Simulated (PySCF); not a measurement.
## Basis-set dependence of population analyses: `C=C[SiH2]CC`

C4H10Si.
Geometry (PBE0-D3(BJ)/def2-SVP, Å), atoms numbered from 1 in this order:
```
atom  x, y, z in Å
C1     2.3586   -1.0626   -0.4247
C2     2.0719    0.2392   -0.5430
Si3    0.3428    0.9528   -0.4345
C4    -0.9274   -0.3810   -0.0307
C5    -2.3605    0.1334    0.0720
H6     3.3852   -1.4430   -0.4859
H7     1.5805   -1.8166   -0.2601
H8     2.9095    0.9321   -0.7023
H9     0.3198    2.0197    0.6194
H10   -0.0134    1.6223   -1.7288
H11   -0.8546   -1.1624   -0.8075
H12   -0.6195   -0.8618    0.9142
H13   -3.0683   -0.6760    0.3114
H14   -2.6951    0.5918   -0.8724
H15   -2.4613    0.8989    0.8578
```

PBE0 throughout (PySCF), one geometry, spherical d and f functions. Geometry: PBE0-D3(BJ)/def2-SVP, one conformer, isolated molecule. The first 7 of 11 kinds of atom are listed.

Mulliken charges (e):

```json
{"basis": "STO-3G", "functions": "39", "C1": "-0.172", "C2": "-0.252", "Si3": "+0.621", "C4": "-0.300", "C5": "-0.233", "H6": "+0.075", "H7": "+0.072"}
{"basis": "6-31G", "functions": "69", "C1": "-0.320", "C2": "-0.423", "Si3": "+0.712", "C4": "-0.642", "C5": "-0.481", "H6": "+0.163", "H7": "+0.159"}
{"basis": "pcSseg-0", "functions": "69", "C1": "-0.374", "C2": "-0.759", "Si3": "+0.971", "C4": "-1.028", "C5": "-0.630", "H6": "+0.226", "H7": "+0.219"}
{"basis": "6-31G*", "functions": "94", "C1": "-0.366", "C2": "-0.314", "Si3": "+0.486", "C4": "-0.557", "C5": "-0.527", "H6": "+0.175", "H7": "+0.171"}
{"basis": "cc-pVDZ", "functions": "124", "C1": "-0.047", "C2": "-0.211", "Si3": "+0.344", "C4": "-0.264", "C5": "-0.089", "H6": "+0.048", "H7": "+0.047"}
{"basis": "def2-SVP", "functions": "124", "C1": "-0.077", "C2": "-0.282", "Si3": "+0.488", "C4": "-0.363", "C5": "-0.078", "H6": "+0.059", "H7": "+0.055"}
{"basis": "6-311+G(2d,p)", "functions": "203", "C1": "-0.310", "C2": "-0.272", "Si3": "+0.683", "C4": "-0.366", "C5": "-0.708", "H6": "+0.126", "H7": "+0.122"}
{"basis": "aug-cc-pVDZ", "functions": "209", "C1": "+0.785", "C2": "+0.330", "Si3": "-0.158", "C4": "+0.500", "C5": "+0.297", "H6": "-0.387", "H7": "-0.389"}
{"basis": "def2-TZVP", "functions": "221", "C1": "-0.255", "C2": "-0.249", "Si3": "+0.274", "C4": "-0.345", "C5": "-0.365", "H6": "+0.128", "H7": "+0.134"}
{"basis": "IGLO-III", "functions": "284", "C1": "-0.216", "C2": "-0.292", "Si3": "+0.793", "C4": "-0.465", "C5": "-0.376", "H6": "+0.113", "H7": "+0.092"}
{"basis": "cc-pVTZ", "functions": "294", "C1": "-0.248", "C2": "-0.217", "Si3": "+0.282", "C4": "-0.270", "C5": "-0.302", "H6": "+0.125", "H7": "+0.118"}
{"basis": "pcSseg-2", "functions": "327", "C1": "-0.093", "C2": "-0.270", "Si3": "+0.630", "C4": "-0.287", "C5": "-0.061", "H6": "+0.057", "H7": "+0.058"}
```

IAO charges (e):

| basis | functions | C1 | C2 | Si3 | C4 | C5 | H6 | H7 |
| --- | --- | --- | --- | --- | --- | --- | --- | --- |
| STO-3G | 39 | -0.258 | -0.386 | +0.754 | -0.501 | -0.389 | +0.129 | +0.120 |
| 6-31G | 69 | -0.284 | -0.390 | +0.622 | -0.517 | -0.420 | +0.151 | +0.142 |
| pcSseg-0 | 69 | -0.266 | -0.402 | +0.632 | -0.536 | -0.412 | +0.146 | +0.137 |
| 6-31G* | 94 | -0.268 | -0.413 | +0.737 | -0.527 | -0.401 | +0.145 | +0.137 |
| cc-pVDZ | 124 | -0.274 | -0.411 | +0.733 | -0.524 | -0.401 | +0.146 | +0.137 |
| def2-SVP | 124 | -0.264 | -0.411 | +0.749 | -0.524 | -0.391 | +0.142 | +0.133 |
| 6-311+G(2d,p) | 203 | -0.284 | -0.425 | +0.768 | -0.542 | -0.415 | +0.151 | +0.142 |
| aug-cc-pVDZ | 209 | -0.286 | -0.416 | +0.737 | -0.531 | -0.412 | +0.151 | +0.142 |
| def2-TZVP | 221 | -0.283 | -0.427 | +0.777 | -0.545 | -0.414 | +0.150 | +0.142 |
| IGLO-III | 284 | -0.285 | -0.428 | +0.777 | -0.545 | -0.416 | +0.151 | +0.143 |
| cc-pVTZ | 294 | -0.283 | -0.424 | +0.763 | -0.542 | -0.415 | +0.151 | +0.142 |
| pcSseg-2 | 327 | -0.283 | -0.427 | +0.775 | -0.545 | -0.414 | +0.151 | +0.142 |

Hirshfeld charges (e):

```
        basis  functions      C1      C2     Si3      C4      C5      H6      H7
       STO-3G         39  -0.068  -0.113  +0.378  -0.090  -0.043  +0.022  +0.019
        6-31G         69  -0.081  -0.137  +0.296  -0.139  -0.094  +0.047  +0.044
     pcSseg-0         69  -0.081  -0.135  +0.331  -0.135  -0.101  +0.046  +0.040
       6-31G*         94  -0.078  -0.136  +0.289  -0.141  -0.094  +0.047  +0.045
      cc-pVDZ        124  -0.082  -0.135  +0.319  -0.146  -0.105  +0.046  +0.043
     def2-SVP        124  -0.083  -0.136  +0.327  -0.148  -0.109  +0.047  +0.043
6-311+G(2d,p)        203  -0.087  -0.146  +0.330  -0.159  -0.114  +0.048  +0.046
  aug-cc-pVDZ        209  -0.090  -0.146  +0.331  -0.163  -0.121  +0.050  +0.046
    def2-TZVP        221  -0.087  -0.143  +0.324  -0.158  -0.116  +0.049  +0.046
     IGLO-III        284  -0.090  -0.142  +0.327  -0.159  -0.121  +0.049  +0.045
      cc-pVTZ        294  -0.087  -0.141  +0.323  -0.157  -0.116  +0.049  +0.045
     pcSseg-2        327  -0.088  -0.144  +0.331  -0.163  -0.121  +0.049  +0.046
```

ESP-fitted charges (e):

| basis | functions | C1 | C2 | Si3 | C4 | C5 | H6 | H7 |
| --- | --- | --- | --- | --- | --- | --- | --- | --- |
| STO-3G | 39 | -0.199 | -0.209 | +0.408 | -0.024 | -0.512 | +0.093 | +0.067 |
| 6-31G | 69 | -0.282 | -0.355 | +0.437 | -0.058 | -0.445 | +0.159 | +0.125 |
| pcSseg-0 | 69 | -0.256 | -0.437 | +0.520 | -0.083 | -0.562 | +0.161 | +0.119 |
| 6-31G* | 94 | -0.282 | -0.321 | +0.372 | +0.002 | -0.487 | +0.157 | +0.123 |
| cc-pVDZ | 124 | -0.268 | -0.300 | +0.342 | +0.012 | -0.430 | +0.146 | +0.115 |
| def2-SVP | 124 | -0.252 | -0.323 | +0.388 | -0.011 | -0.420 | +0.143 | +0.111 |
| 6-311+G(2d,p) | 203 | -0.321 | -0.325 | +0.380 | +0.045 | -0.521 | +0.168 | +0.134 |
| aug-cc-pVDZ | 209 | -0.307 | -0.317 | +0.390 | +0.035 | -0.496 | +0.162 | +0.127 |
| def2-TZVP | 221 | -0.312 | -0.313 | +0.374 | +0.057 | -0.514 | +0.164 | +0.128 |
| IGLO-III | 284 | -0.305 | -0.316 | +0.384 | +0.031 | -0.491 | +0.161 | +0.127 |
| cc-pVTZ | 294 | -0.296 | -0.314 | +0.382 | +0.036 | -0.490 | +0.158 | +0.123 |
| pcSseg-2 | 327 | -0.304 | -0.329 | +0.416 | +0.037 | -0.508 | +0.162 | +0.126 |

Question: Which scheme is steadiest as the basis changes?

Answer: Largest range over the bases for any column: Hirshfeld 0.09 e, IAO 0.16 e, ESP-fitted 0.23 e, Mulliken 1.53 e. Hirshfeld charges move least and Mulliken charges most, counted in e. Without the minimal STO-3G basis the ranges are Hirshfeld 0.04, IAO 0.16, ESP-fitted 0.18, Mulliken 1.53 e.

Question: How much do the charges still move between the two largest bases, cc-pVTZ and pcSseg-2?

Answer: At most, over all atoms: Mulliken 0.348 e, IAO 0.012 e, Hirshfeld 0.009 e, ESP-fitted 0.033 e.

Question: What do the same runs give for the total energy, the frontier levels and the dipole moment?

Answer: 
| basis | energy (Eh) | HOMO (eV) | LUMO (eV) | μ (D) |
| --- | --- | --- | --- | --- |
| STO-3G | -442.3836 | -5.70 | 3.52 | 0.15 |
| 6-31G | -447.5038 | -7.60 | 0.18 | 0.84 |
| pcSseg-0 | -446.8977 | -7.89 | -0.10 | 0.74 |
| 6-31G* | -447.5677 | -7.59 | 0.09 | 0.90 |
| cc-pVDZ | -447.5936 | -7.70 | -0.11 | 0.85 |
| def2-SVP | -447.3875 | -7.78 | -0.19 | 0.85 |
| 6-311+G(2d,p) | -447.6452 | -7.82 | -0.45 | 0.85 |
| aug-cc-pVDZ | -447.6039 | -7.80 | -0.42 | 0.83 |
| def2-TZVP | -447.6578 | -7.83 | -0.38 | 0.86 |
| IGLO-III | -447.6645 | -7.82 | -0.44 | 0.84 |
| cc-pVTZ | -447.6576 | -7.81 | -0.32 | 0.86 |
| pcSseg-2 | -447.6662 | -7.85 | -0.44 | 0.86 |

The dipole is fixed by the density alone, so its range of 0.75 D shows that the density itself changes with the basis, not only its division among atoms.
